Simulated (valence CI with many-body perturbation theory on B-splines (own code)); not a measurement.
Results of a calculation; reference values are marked as such.
## W34+: magnetic and hyperfine properties of the levels

Level of theory: valence CI with perturbative core correlation (CI+MBPT): four valence electrons over a frozen Dirac-Fock core [Kr], a basis of 7 s, 7 p, 8 d, 6 f, 4 g, 1 h functions for each j, with the one-electron correlation potential Σ1, the two-electron term Σ2, the three-electron term Σ3, Breit, model QED; selected CI, second order for the rest, scaled by the run's own slope (own B-spline code, finite nucleus).

The last digits are not significant, and no measured levels were compared; by estimate large intervals hold to a few tenths of a per cent, small ones and those within an open d or f shell to about a per cent. The list stops below the first excitations out of the core.

A/g_I is the dipole constant over the nuclear g factor μ/I (μ in nuclear magnetons, uniformly magnetised nucleus), B/Q the quadrupole constant per barn. Both hold the static response of the core; the bare values leave it out. Large factors of s and p1/2 electrons are usually good to 5 to 10 %; those of open d and f shells near neutrality can be off by tens of per cent, and small factors of p3/2, d and f electrons come from cancelling terms and can be off by a factor of two or in sign, in half-filled shells by more. B is blank for J = 1/2, where it vanishes, and for nearly pure S terms. Energies count from the lowest level. Levels with J = 0 are left out.

Levels are named by their leading jj configuration (3d3/2^4 stands for four electrons in 3d with j = 3/2), which in mixed levels can hold well under half, so a name can repeat and another be missing. Letters in brackets count levels of one name in rising energy.

```
                    Level  E (eV)      g  A/g_I (MHz)  A/g_I bare  B/Q (MHz/b)  B/Q bare
      (4d3/2^3 4d5/2) J=1  14.436  1.497        -2210       -1200         5160      4940
      (4d3/2^3 4d5/2) J=4  19.371  1.082        15200       15200          742       601
      (4d3/2^3 4d5/2) J=2  19.560  1.256         9110        9490        12400     12000
      (4d3/2^3 4d5/2) J=3  21.002  1.159        13200       13300         9340      8960
(4d3/2^2 4d5/2^2) J=2 [a]  33.116  1.211         5380        5670        10000      9680
(4d3/2^2 4d5/2^2) J=4 [a]  33.660  1.155        12100       12200        -6350     -6190
(4d3/2^2 4d5/2^2) J=3 [a]  34.185  1.151        10400       10500         2170      2080
    (4d3/2^2 4d5/2^2) J=5  36.079  1.083        14000       13900        13200     12700
    (4d3/2^2 4d5/2^2) J=1  37.291  1.118        15700       15800         1540      1460
    (4d3/2^2 4d5/2^2) J=6  37.459  1.079        14800       14700        16200     15600
(4d3/2^2 4d5/2^2) J=3 [b]  38.995  1.092        15600       15600         4130      3980
(4d3/2^2 4d5/2^2) J=4 [b]  39.141  1.033        16100       15900        -4750     -4530
(4d3/2^2 4d5/2^2) J=2 [b]  39.580  1.091        14200       14200         5760      5540
(4d3/2^2 4d5/2^2) J=2 [c]  44.302  0.997        19300       19000        -2190     -2130
(4d3/2^2 4d5/2^2) J=4 [c]  45.775  1.207        10500       10700        25100     24200
(4d3/2^2 4d5/2^2) J=2 [d]  50.108  1.167        13200       13300        -6290     -6010
  (4d3/2 4d5/2^3) J=4 [a]  52.186  1.140        10400       10500       -12400    -12000
  (4d3/2 4d5/2^3) J=3 [a]  52.381  1.175         8100        8300         1850      1820
  (4d3/2 4d5/2^3) J=1 [a]  54.243  0.944        14800       14400         6330      6060
      (4d3/2 4d5/2^3) J=5  54.693  1.143        12000       12100        -9170     -8860
      (4d3/2 4d5/2^3) J=6  55.222  1.080        13800       13800        18800     18100
  (4d3/2 4d5/2^3) J=2 [a]  57.712  1.059        15600       15500        12500     12000
  (4d3/2 4d5/2^3) J=3 [b]  58.481  1.090        13700       13600         4590      4480
  (4d3/2 4d5/2^3) J=1 [b]  63.672  1.428         2250        3070        -9730     -9350
  (4d3/2 4d5/2^3) J=3 [c]  63.700  1.060        15100       15000        20300     19500
  (4d3/2 4d5/2^3) J=4 [b]  64.407  1.046        15300       15100        18700     18100
  (4d3/2 4d5/2^3) J=2 [b]  65.613  1.117        13400       13500       -24100    -23200
            (4d5/2^4) J=4  73.618  1.161        10000       10200       -17600    -16900
            (4d5/2^4) J=2  77.665  1.074        11000       10900        10200      9830
```

Q: Take the isotope of mass number 183, with I = 1/2, μ = 0.11739 μN. What is the hyperfine structure of (4d3/2^2 4d5/2^2) J=4 [a]?

A: From the table A = 2840 MHz. Shifts from the centre of gravity in MHz: F = 7/2: -7100, F = 9/2: 5680.
